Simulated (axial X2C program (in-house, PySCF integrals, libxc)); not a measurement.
# Curves of HfF by EOM-EA-CCSD

Computed with an axial X2C code built on PySCF integrals: two-component X2C with atomic mean-field Coulomb and Gaunt terms, Gaussian nuclei, basis Hf dyall-acv3z, F dyall-av3z with contracted cores.

Energies in eV from the lowest point of the lowest state; states are followed by energy order within each Ω. Reference: HfF⁺, 18 electrons correlated in 84 virtual spinors with an MP2 remainder; levels at this size can be off by some tenths of an eV. Masses 179.947 and 18.998 u.

```json
{"R (Å)": "1.705", "(1)Ω=3/2": "0.4997", "(1)Ω=5/2": "0.7708", "(1)Ω=1/2": "1.2450", "(2)Ω=3/2": "1.5718", "(2)Ω=1/2": "2.0222", "(3)Ω=1/2": "3.1602", "(3)Ω=3/2": "3.3325"}
{"R (Å)": "1.779", "(1)Ω=3/2": "0.1251", "(1)Ω=5/2": "0.4034", "(1)Ω=1/2": "0.7983", "(2)Ω=3/2": "1.1219", "(2)Ω=1/2": "1.5328", "(3)Ω=1/2": "2.7370", "(3)Ω=3/2": "2.9370"}
{"R (Å)": "1.853", "(1)Ω=3/2": "0.0000", "(1)Ω=5/2": "0.2853", "(1)Ω=1/2": "0.5994", "(2)Ω=3/2": "0.9226", "(2)Ω=1/2": "1.3013", "(3)Ω=1/2": "2.5839", "(3)Ω=3/2": "2.8089"}
{"R (Å)": "1.936", "(1)Ω=3/2": "0.0653", "(1)Ω=5/2": "0.3585", "(1)Ω=1/2": "0.5816", "(2)Ω=3/2": "0.9102", "(2)Ω=1/2": "1.2571", "(3)Ω=1/2": "2.6332", "(3)Ω=3/2": "2.8832"}
{"R (Å)": "2.020", "(1)Ω=3/2": "0.2767", "(1)Ω=5/2": "0.5778", "(1)Ω=1/2": "0.7097", "(2)Ω=3/2": "1.0529", "(2)Ω=1/2": "1.3713", "(3)Ω=1/2": "2.8371", "(3)Ω=3/2": "3.1095"}
{"R (Å)": "2.131", "(1)Ω=3/2": "0.6984", "(1)Ω=5/2": "1.0107", "(1)Ω=1/2": "1.0190", "(2)Ω=3/2": "1.3989", "(2)Ω=1/2": "1.6846", "(3)Ω=1/2": "3.2523", "(3)Ω=3/2": "3.5497"}
```

(1) Fit the curves (1)Ω=3/2, (1)Ω=5/2, (1)Ω=1/2, (2)Ω=3/2, (2)Ω=1/2, (3)Ω=1/2, (3)Ω=3/2 near their minima.

For HfF⁺ at CCSD, and between the minima:

Re = 1.802 Å, ωe = 787.9 cm⁻¹; removing the electron costs 6.935 eV without zero-point terms.

T1 of the reference reaches 0.028 (Lee–Taylor). Curves followed by order can swap character. Number of frozen shells: Hf 4 s, 3 p, 2 d, 1 f; F 1 s. Roots with under 60 % one-particle weight at any point are counted in the labels but not shown, and the list ends where the roots sought for some Ω run out; states that need a further excitation are missing and may lie low or lowest. Curves with a minimum but no constants failed the fit check.

## Answers

(1) At EOM-EA-CCSD from HfF⁺ (the fit fixes ωe to about one per cent; ωe of higher roots by this method can be off by ten per cent):

```tsv
state	Te (cm⁻¹)	Re (Å)	ωe (cm⁻¹)
(1)Ω=3/2	0	1.865	685.1
(1)Ω=5/2	2310	1.862	690.3
(1)Ω=1/2	4590	1.902	625.9
(2)Ω=3/2	7220	1.899	644.2
(2)Ω=1/2	10110	1.914	629.1
(3)Ω=1/2	20810	1.873	695.9
(3)Ω=3/2	22660	1.863	708.9
```
